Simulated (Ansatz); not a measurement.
Consider the formal exchange of groups at a Ge–F bond: `[F][GeH2][F]` + `C[SiH3]` → `[F][GeH2][CH2][SiH3]` + H–F.

Computed with Ansatz on PBE0-D4/def2-TZVP structures; ΔE is electronic, products minus reactants. CBS: MP2 limit from def2 TZ/QZ plus the TZ coupled-cluster correction, frozen cores. This one scheme is used for every species. Functionals use def2-TZVPP. For Ge outer-core shells are correlated without core-valence functions, which leaves a few kJ/mol of doubt a bond. Scalar relativity is left out up to krypton. One conformer a species, not always the lowest.

`[F][GeH2][F]`:

Z-matrix (Å, degrees):
```
Ge
F 1 1.724
F 1 1.724 2 105.0
H 1 1.527 2 107.9 3 -114.9
H 1 1.527 2 107.9 3 114.9
```

`C[SiH3]`:

Cartesian coordinates in Å:
```
C -0.648 -0.381 0.640
Si 0.580 0.341 -0.573
H -1.501 -0.817 0.115
H -1.023 0.389 1.317
H -0.183 -1.165 1.242
H 1.087 -0.710 -1.496
H 1.742 0.932 0.144
H -0.055 1.411 -1.390
```

`[F][GeH2][CH2][SiH3]`:

Z-matrix (Å, degrees):
```
Ge
C 1 1.940
F 1 1.749 2 106.2
H 1 1.537 2 114.2 3 115.5
H 1 1.537 2 112.5 3 -115.1
Si 2 1.878 1 113.7 3 39.6
H 2 1.095 1 107.7 3 160.7
H 2 1.093 1 109.1 3 -83.1
H 6 1.487 2 109.9 1 49.8
H 6 1.483 2 110.7 1 -71.0
H 6 1.488 2 109.7 1 168.9
```

H–F:

```xyz
2

F    -0.177    0.228   -0.358
H     0.177   -0.228    0.358
```

(1) Is it downhill or uphill in electronic energy at CCSD(T)/CBS, and by how much? (An estimate is asked.)

(2) What do these levels give: r2SCAN-D4, PBE0, MP2/def2-TZVPP, HF/def2-QZVPP, HF/CBS(def2), CCSD/CBS(def2)? (Best estimate.)

Largest T1 diagnostic among the species: 0.012.

Results:

(1) The calculation gave: Uphill: ΔE = +62.0 kJ/mol.

(2) Computed: r2SCAN-D4 78.5, PBE0 72.8, MP2/def2-TZVPP 65.2, HF/def2-QZVPP 99.2, HF/CBS(def2) 99.6, CCSD/CBS(def2) 64.6 kJ/mol.

The D4 term adds −10.5 kJ/mol with B3LYP and −5.8 kJ/mol with PBE0; it sums over pairs of atoms, weighted by their polarisabilities, and B3LYP, whose exchange is more repulsive, gets the larger term. From PBE to PBE0 (25 % exact exchange), in def2-TZVPP and without D4, ΔE moves by −3.2 kJ/mol. In def2-TZVPP, CCSD(T) changes the Hartree–Fock value by −28.6 kJ/mol (the triples alone add −2.6 kJ/mol) and MP2 by −31.1 kJ/mol.

B3LYP here is the variant with VWN-RPA as its local correlation; programs differ in this.
